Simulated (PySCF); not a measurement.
Species, as SMILES: O=BF.
Geometry (B3LYP-D3(BJ)/def2-TZVP, fixed):
```
B
O 1 1.2071
F 1 1.2860 2 180.00
```
Charge 0, spin multiplicity 1.

Basis-set convergence of the mean static polarisability at HF with PySCF. All functions are spherical. Density fitting with generated auxiliary sets. No added dispersion term, no relativity. Reference: the value in d-aug-cc-pVTZ, 14.96 bohr³, itself unsure by roughly 0.2 % (its mean distance from aug-pcseg-3, aug-cc-pVQZ, aug-pcseg-2). Deviations are taken from unrounded values.

| basis | functions | mean static polarisability (bohr³) |
|---|---|---|
| cc-pVDZ | 42 | 11.04 |
| aug-cc-pVDZ | 69 | 14.43 |
| def2-SVP | 42 | 10.63 |
| def2-SVPD | 66 | 14.61 |
| pcseg-1 | 42 | 10.88 |
| aug-pcseg-1 | 69 | 14.81 |
| 6-311G** | 54 | 11.31 |
| 6-311+G** | 66 | 12.46 |
| cc-pVTZ | 90 | 13.02 |
| aug-cc-pVTZ | 138 | 14.86 |
| pcseg-2 | 90 | 13.02 |
| aug-pcseg-2 | 138 | 14.91 |
| def2-TZVPP | 93 | 13.48 |
| def2-TZVPPD | 117 | 14.92 |
| cc-pVQZ | 165 | 14.05 |
| aug-cc-pVQZ | 240 | 14.94 |
| def2-QZVPP | 171 | 14.28 |
| def2-QZVPPD | 195 | 14.94 |
| pcseg-3 | 180 | 14.55 |
| aug-pcseg-3 | 255 | 14.94 |

What the diffuse functions change, pair by pair:
- cc-pVDZ to aug-cc-pVDZ: 27 more functions, deviation -26.2 to -3.5 %
- def2-SVP to def2-SVPD: 24 more functions, deviation -29.0 to -2.3 %
- pcseg-1 to aug-pcseg-1: 27 more functions, deviation -27.3 to -1.0 %
- 6-311G** to 6-311+G**: 12 more functions, deviation -24.4 to -16.7 %
- cc-pVTZ to aug-cc-pVTZ: 48 more functions, deviation -13.0 to -0.7 %
- pcseg-2 to aug-pcseg-2: 48 more functions, deviation -13.0 to -0.4 %
- def2-TZVPP to def2-TZVPPD: 24 more functions, deviation -9.9 to -0.3 %
- cc-pVQZ to aug-cc-pVQZ: 75 more functions, deviation -6.1 to -0.1 %
- def2-QZVPP to def2-QZVPPD: 24 more functions, deviation -4.5 to -0.1 %
- pcseg-3 to aug-pcseg-3: 75 more functions, deviation -2.7 to -0.1 %

They bring the value nearer the reference by more than 0.2 % in 10 of 10 pairs.
